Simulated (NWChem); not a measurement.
System: MoH₂S₃O; SMILES [SH][Mo](=[S])([OH])=[S]

NWChem input:

```
start job
memory heap 200 mb stack 900 mb global 1100 mb
geometry units angstroms noautoz
  Mo     0.098771    -0.116906    -0.212364
  S      1.661693    -1.090602     0.803538
  S     -1.770738    -0.818930     0.431414
  O      0.330887    -0.317786    -2.042386
  H     -0.407045    -0.348400    -2.665961
  S      0.068432     2.117704     0.393541
  H      1.410994     2.288677     0.316916
end
basis spherical
  * library def2-svp
end
ecp
  Mo library def2-ecp
end
dft
  xc scan
  iterations 150
  mulliken
end
task dft energy
```

The geometry was optimised at PBE0/def2-SVP. No frequency run checked for a minimum. def2 effective core potentials on Mo; no spin-orbit coupling.

**Question.** Give the results of this calculation. (SCAN/def2-SVP with def2 effective core potentials on Mo.) Quantities: energy (Ha); highest occupied level (eV); orbital gap (eV); dipole (D).

**Answer.** energy (Ha): -1339.05
highest occupied level (eV): -6.65
orbital gap (eV): 2.59
dipole (D): 2.37
